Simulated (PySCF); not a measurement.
Delta-SCF ions had no search for a lower state. Excitations are Tamm–Dancoff values on a coarser integration grid. The basis has no diffuse functions, so Rydberg states are missing or too high.

Cartesian coordinates (Å):
SMILES: C=C/C=C/[SiH3]
```xyz
13

C     -2.5254     0.2593     1.1457
C     -1.6901     0.1213     0.1012
C     -0.2476     0.0343     0.2244
C      0.6077    -0.1046    -0.8138
Si     2.4562    -0.2139    -0.6262
H     -2.1461     0.3143     2.1689
H     -3.6056     0.3213     1.0127
H     -2.0974     0.0689    -0.9145
H      0.1482     0.0880     1.2466
H      0.1748    -0.1548    -1.8214
H      2.8084    -0.1237     0.8249
H      3.1389     0.8939    -1.3683
H      2.9780    -1.5043    -1.1802
```
Charge 0, spin multiplicity 1.

### Question
What LUMO, S1–T1 gap (TDA), vertical ionisation energy (Delta-SCF), brightest of the four lowest singlets (TDA), HOMO–LUMO gap, S1 excitation (TDA), HOMO and S1 oscillator strength does PBE-D3(BJ)/def2-TZVP in PySCF give?

### Answer

```json
{
 "LUMO": "-2.27 eV",
 "S1–T1 gap (TDA)": "2.60 eV",
 "vertical ionisation energy (Delta-SCF)": "8.70 eV",
 "brightest of the four lowest singlets (TDA)": "5.60 eV",
 "HOMO–LUMO gap": "3.72 eV",
 "S1 excitation (TDA)": "5.60 eV",
 "HOMO": "-5.99 eV",
 "S1 oscillator strength": "1.04"
}
```
